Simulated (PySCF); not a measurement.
Compound: C7H9S2 (charge -1).
SMILES with atom numbers: `[CH3:1][CH2:2][CH2:3][c:4]1[cH:5][cH:6][c:7]([S-:8])[s:9]1` (hydrogens: H10, H11, H12 on C1; H13, H14 on C2; H15, H16 on C3; H17 on C5; H18 on C6)

Structure optimised with GFN2-xTB, isolated species.

(1) List the bond lengths, angles and torsions at this level.

Results:

(1) 
| bond | length (bohr) | order |
| --- | --- | --- |
| C1–C2 | 2.877 | single |
| C2–C3 | 2.903 | single |
| C3–C4 | 2.818 | single |
| C4–C5 | 2.570 | aromatic |
| C5–C6 | 2.656 | aromatic |
| C6–C7 | 2.598 | aromatic |
| C7–S8 | 3.169 | single |
| C7–S9 | 3.376 | aromatic |
| C4–S9 | 3.310 | aromatic |
| C1–H10, C1–H11, C1–H12 | 2.057 | single |
| C2–H13, C2–H14 | 2.066 | single |
| C3–H15, C3–H16 | 2.069 | single |
| C5–H17 | 2.043 | single |
| C6–H18 | 2.036 | single |

Bonds in one row agree within 0.02 bohr and their mean is given. Orders are formal, as drawn. A selection of angles:
| angle | degrees |
| --- | --- |
| C2–C1–H10 | 109.7 |
| C2–C1–H11 | 110.5 |
| H10–C1–H11 | 108.4 |
| H10–C1–H12 | 108.7 |
| C1–C2–C3 | 111.6 |
| C1–C2–H13 | 109.5 |
| C3–C2–H13 | 108.2 |
| C3–C2–H14 | 109.6 |
| H13–C2–H14 | 108.1 |
| C2–C3–C4 | 112.1 |
| C2–C3–H15 | 108.5 |
| C2–C3–H16 | 109.2 |
| C4–C3–H15 | 109.7 |
| H15–C3–H16 | 108.2 |
| C3–C4–C5 | 129.2 |
| C3–C4–S9 | 120.3 |
| C5–C4–S9 | 110.4 |
| C4–C5–C6 | 114.4 |
| C4–C5–H17 | 122.5 |
| C6–C5–H17 | 123.0 |
| C5–C6–C7 | 114.7 |
| C5–C6–H18 | 124.0 |
| C7–C6–H18 | 121.3 |
| C6–C7–S8 | 128.9 |
| C6–C7–S9 | 108.6 |
| S8–C7–S9 | 122.5 |
| C4–S9–C7 | 91.9 |

Dihedral angles: C1–C2–C3–C4 -65° (synclinal); C2–C3–C4–C5 101° (anticlinal). The mirror-image conformer, all signs reversed, is as good.

Of the pairs four or more bonds apart, C4···H10 is among the closest relative to their van der Waals radii: 2.68 Å, 93 % of the sum of Bondi's values. C4 (substituted aromatic carbon) is planar (angles 129.2°, 120.3° and 110.4°, sum 359.9°, 0.02 Å off the plane of its three neighbours). C6 (aromatic CH carbon) is planar (angles 124.0°, 121.3° and 114.7°, sum 360.0°, 0.00 Å off the plane of its three neighbours). C7 (substituted aromatic carbon) is planar (angles 128.9°, 122.5° and 108.6°, sum 360.0°, 0.00 Å off the plane of its three neighbours). The 5-membered ring C4–C5–C6–C7–S9 has internal angles of 91.9° to 114.7° (sum 540°, against 540° for a flat polygon); it is planar, 0.00 Å rms from its mean plane, widest ring torsion 0°. The C–C distances run from 1.360 Å (C4–C5, aromatic) to 1.536 Å (C2–C3, drawn single), a spread of 0.176 Å. The 3 C–S bonds span 1.677 Å (C7–S8, drawn single) to 1.786 Å (C7–S9, aromatic), a spread of 0.109 Å.

Point group: C1 (no symmetry element, even within 0.4 Å). Not checked by GFN2-xTB frequencies.

The numbers are calculated, not measured.
